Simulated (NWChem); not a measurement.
All runs are NWChem calculations. System: isopropylamine (C₃H₉N), charge 0, spin multiplicity 1, at a geometry optimised with PBE/def2-SVP. Level: RHF/6-311G** (spherical d).

Output (cleaned and shortened):

```
             Northwest Computational Chemistry Package (NWChem) 7.3.0
             --------------------------------------------------------

                                NWChem Input Module
                                -------------------

 Scaling coordinates for geometry "geometry" by  1.889725989
 (inverse scale =  0.529177249)

 Turning off AUTOSYM since
 SYMMETRY directive was detected!

                             Geometry "geometry" -> ""
                             -------------------------

 Output coordinates in angstroms (scale by  1.889725989 to convert to a.u.)

  No.       Tag          Charge          X              Y              Z
 ---- ---------------- ---------- -------------- -------------- --------------
    1 C                    6.0000    -0.28921800    -0.64424400     1.26628800
    2 C                    6.0000     0.35424800    -0.07242600     0.00000000
    3 C                    6.0000    -0.28921800    -0.64424400    -1.26628800
    4 N                    7.0000     0.18876300     1.38623800     0.00000000
    5 H                    1.0000    -0.19625600    -1.74843900     1.30230900
    6 H                    1.0000    -1.36508700    -0.37549300     1.30378200
    7 H                    1.0000     0.19251900    -0.23790600     2.18066000
    8 H                    1.0000     1.43162900    -0.39139200     0.00000000
    9 H                    1.0000     0.19251900    -0.23790600    -2.18066000
   10 H                    1.0000    -1.36508700    -0.37549300    -1.30378200
   11 H                    1.0000    -0.19625600    -1.74843900    -1.30230900
   12 H                    1.0000     0.66490500     1.78844300    -0.81871800
   13 H                    1.0000     0.66490500     1.78844300     0.81871800

 Effective nuclear repulsion energy (a.u.)     134.7309259770

            Nuclear Dipole moment (a.u.)
            ----------------------------
        X                 Y               Z
 ---------------- ---------------- ----------------
     0.0000075589    -0.0000000000     0.0000000000

      Symmetry information
      --------------------

 Group name             Cs
 Group number              2
 Group order               2
 No. of unique centers     8

      Symmetry unique atoms

     1    2    4    5    6    7    8   12


 Summary of "ao basis" -> "" (spherical)
 ------------------------------------------------------------------------------
       Tag                 Description            Shells   Functions and Types
 ---------------- ------------------------------  ------  ---------------------
 *                          6-311g**                  on all atoms

 Summary of "ao basis" -> "ao basis" (spherical)
 ------------------------------------------------------------------------------
       Tag                 Description            Shells   Functions and Types
 ---------------- ------------------------------  ------  ---------------------
 C                          6-311g**                 8       18   4s3p1d
 N                          6-311g**                 8       18   4s3p1d
 H                          6-311g**                 4        6   3s1p

                                 NWChem SCF Module
                                 -----------------

  ao basis        = "ao basis"
  functions       =   126
  atoms           =    13
  closed shells   =    17
  open shells     =     0
  charge          =   0.00
  wavefunction    = RHF
  use symmetry    = T
  symmetry adapt  = T

 Summary of "ao basis" -> "ao basis" (spherical)
 ------------------------------------------------------------------------------
       Tag                 Description            Shells   Functions and Types
 ---------------- ------------------------------  ------  ---------------------
 C                          6-311g**                 8       18   4s3p1d
 N                          6-311g**                 8       18   4s3p1d
 H                          6-311g**                 4        6   3s1p

      Symmetry analysis of basis
      --------------------------

        a'         73
        a"         53

 Forming initial guess at       0.1s

      Superposition of Atomic Density Guess
      -------------------------------------
[...]
    26 a"         27 a'

 Starting SCF solution at       2.7s

 ----------------------------------------------
         Quadratically convergent ROHF

 Convergence threshold     :          1.000E-07
 Maximum no. of iterations :          100
 Final Fock-matrix accuracy:          1.000E-09
 ----------------------------------------------

              iter       energy          gnorm     gmax       time
             ----- ------------------- --------- --------- --------
                 1     -173.2756377450  8.55D-01  2.02D-01      2.9
                 2     -173.3262451158  3.15D-01  7.43D-02      3.2
                 3     -173.3329467724  1.51D-02  2.64D-03      3.8
                 4     -173.3329707666  1.47D-04  4.78D-05      4.8
                 5     -173.3329707706  2.05D-08  6.77D-09      6.4

       Final RHF  results
       ------------------

         Total SCF energy =   -173.332970770614
      One-electron energy =   -500.366434613411
      Two-electron energy =    192.302537865837
 Nuclear repulsion energy =    134.730925976960

        Time for solution =      3.6s

       Symmetry analysis of molecular orbitals - final
       -----------------------------------------------

  Numbering of irreducible representations:

     1 a'          2 a"

  Orbital symmetries:

     1 a'          2 a'          3 a"          4 a'          5 a'
     6 a'          7 a"          8 a'          9 a'         10 a"
    11 a'         12 a"         13 a"         14 a'         15 a'
    16 a"         17 a'         18 a'         19 a'         20 a"
    21 a'         22 a'         23 a"         24 a'         25 a"
    26 a"         27 a'

             Final eigenvalues
             -----------------

              1
    1  -15.5337
    2  -11.2561
    3  -11.2154
    4  -11.2154
    5   -1.1776
    6   -1.0061
    7   -0.9247
    8   -0.7728
    9   -0.6463
   10   -0.6422
   11   -0.5913
   12   -0.5318
   13   -0.5214
   14   -0.5029
   15   -0.4848
   16   -0.4710
   17   -0.3873
   18    0.1481
   19    0.1906
   20    0.1923
   21    0.2034
   22    0.2238
   23    0.2273
   24    0.2395
   25    0.2719
   26    0.2854
   27    0.3510

                       ROHF Final Molecular Orbital Analysis
                       -------------------------------------

 Vector   15  Occ=2.000000D+00  E=-4.848230D-01  Symmetry=a'
              MO Center= -1.1D-01, -7.4D-02, -3.0D-16, r^2= 3.0D+00
   Bfn.  Coefficient  Atom+Function         Bfn.  Coefficient  Atom+Function
  ----- ------------  ---------------      ----- ------------  ---------------
    25     -0.163693   2 C  px                7      0.154397   1 C  px
    43      0.154397   3 C  px

 Vector   16  Occ=2.000000D+00  E=-4.709776D-01  Symmetry=a"
              MO Center=  2.5D-02, -2.7D-01, -9.9D-16, r^2= 3.0D+00
   Bfn.  Coefficient  Atom+Function         Bfn.  Coefficient  Atom+Function
  ----- ------------  ---------------      ----- ------------  ---------------
    27      0.249996   2 C  pz                9     -0.217636   1 C  pz
    45     -0.217636   3 C  pz               13     -0.160635   1 C  pz
    49     -0.160635   3 C  pz               31      0.157985   2 C  pz
    86     -0.151613   7 H  s                98      0.151613   9 H  s

 Vector   17  Occ=2.000000D+00  E=-3.872782D-01  Symmetry=a'
              MO Center=  2.0D-01,  9.5D-01, -9.4D-17, r^2= 1.9D+00
   Bfn.  Coefficient  Atom+Function         Bfn.  Coefficient  Atom+Function
  ----- ------------  ---------------      ----- ------------  ---------------
    65      0.396667   4 N  px               61      0.327425   4 N  px
    64     -0.243016   4 N  s                57      0.217418   4 N  px
    92     -0.197371   8 H  s

 Vector   18  Occ=0.000000D+00  E= 1.481064D-01  Symmetry=a'
              MO Center=  6.7D-01,  1.9D-01, -4.0D-16, r^2= 7.7D+00
   Bfn.  Coefficient  Atom+Function         Bfn.  Coefficient  Atom+Function
  ----- ------------  ---------------      ----- ------------  ---------------
    10      0.944825   1 C  s                46      0.944825   3 C  s
    93     -0.675023   8 H  s                28      0.620750   2 C  s
    64      0.538045   4 N  s               117     -0.533726  12 H  s
   123     -0.533726  13 H  s                87     -0.526784   7 H  s
    99     -0.526784   9 H  s                75     -0.447313   5 H  s

 Vector   19  Occ=0.000000D+00  E= 1.905703D-01  Symmetry=a'
              MO Center= -2.1D-01, -2.9D-01,  7.5D-16, r^2= 9.0D+00
   Bfn.  Coefficient  Atom+Function         Bfn.  Coefficient  Atom+Function
  ----- ------------  ---------------      ----- ------------  ---------------
    10      0.922513   1 C  s                46      0.922513   3 C  s
    75     -0.818305   5 H  s               111     -0.818305  11 H  s
    81     -0.675827   6 H  s               105     -0.675827  10 H  s
   117      0.637514  12 H  s               123      0.637514  13 H  s
    64     -0.467709   4 N  s                93      0.461864   8 H  s

 Vector   20  Occ=0.000000D+00  E= 1.923109D-01  Symmetry=a"
              MO Center=  2.9D-01,  2.3D-01, -1.4D-15, r^2= 9.4D+00
   Bfn.  Coefficient  Atom+Function         Bfn.  Coefficient  Atom+Function
  ----- ------------  ---------------      ----- ------------  ---------------
    87     -1.066960   7 H  s                99      1.066960   9 H  s
    10      1.042222   1 C  s                46     -1.042222   3 C  s
   117      0.618930  12 H  s               123     -0.618930  13 H  s
    13      0.472421   1 C  pz               49      0.472421   3 C  pz
    81     -0.397196   6 H  s               105      0.397196  10 H  s

 center of mass
 --------------
 x =  -0.00073631 y =   0.04895663 z =   0.00000000

 moments of inertia (a.u.)
 ------------------
         379.675050903580         -40.329655692722          -0.000000000000
         -40.329655692722         239.768707329771           0.000000000000
          -0.000000000000           0.000000000000         217.594966070249

  Mulliken analysis of the total density
  --------------------------------------

    Atom       Charge   Shell Charges
 -----------   ------   -------------------------------------------------------
    1 C    6     6.22   1.10  0.89  0.58  0.71  1.55  0.46  0.86  0.06
    2 C    6     6.05   1.10  0.89  0.56  0.72  1.55  0.48  0.64  0.11
    3 C    6     6.22   1.10  0.89  0.58  0.71  1.55  0.46  0.86  0.06
    4 N    7     7.48   1.09  0.90  0.74  0.84  1.80  0.73  1.35  0.03
    5 H    1     0.91   0.26  0.52  0.11  0.02
    6 H    1     0.90   0.26  0.51  0.11  0.02
    7 H    1     0.92   0.26  0.52  0.11  0.02
    8 H    1     0.93   0.27  0.54  0.11  0.02
    9 H    1     0.92   0.26  0.52  0.11  0.02
   10 H    1     0.90   0.26  0.51  0.11  0.02
   11 H    1     0.91   0.26  0.52  0.11  0.02
   12 H    1     0.82   0.26  0.45  0.06  0.04
   13 H    1     0.82   0.26  0.45  0.06  0.04

       Multipole analysis of the density wrt the origin
       ------------------------------------------------

     L   x y z        total         open         nuclear
     -   - - -        -----         ----         -------
     0   0 0 0      0.000000      0.000000     34.000000

     1   1 0 0      0.544554      0.000000      0.000008
     1   0 1 0     -0.071731      0.000000     -0.000000
     1   0 0 1      0.000000      0.000000      0.000000

     2   2 0 0    -20.693732      0.000000     31.489569
     2   1 1 0      2.023893      0.000000     26.252604
     2   1 0 1      0.000000      0.000000     -0.000000
     2   0 2 0    -20.500324      0.000000    112.571298
     2   0 1 1      0.000000      0.000000      0.000000
     2   0 0 2    -19.974857      0.000000    131.717602

 Task  times  cpu:        6.4s     wall:        6.4s

 Total times  cpu:        6.4s     wall:        6.4s
```

Problem. Write an NWChem input that would produce this output.

Solution. This is not unique; one that fits is 
```
start mol
memory heap 200 mb stack 900 mb global 1100 mb
geometry units angstroms nocenter noautoz
  C     -0.289218    -0.644244     1.266288
  C      0.354248    -0.072426     0.000000
  C     -0.289218    -0.644244    -1.266288
  N      0.188763     1.386238     0.000000
  H     -0.196256    -1.748439     1.302309
  H     -1.365087    -0.375493     1.303782
  H      0.192519    -0.237906     2.180660
  H      1.431629    -0.391392     0.000000
  H      0.192519    -0.237906    -2.180660
  H     -1.365087    -0.375493    -1.303782
  H     -0.196256    -1.748439    -1.302309
  H      0.664905     1.788443    -0.818718
  H      0.664905     1.788443     0.818718
  symmetry group Cs
end
basis spherical
  * library 6-311g**
end
scf
  rhf
  nopen 0
  maxiter 100
  thresh 1e-7
  semidirect memsize 60000000 filesize 0
end
task scf energy
```
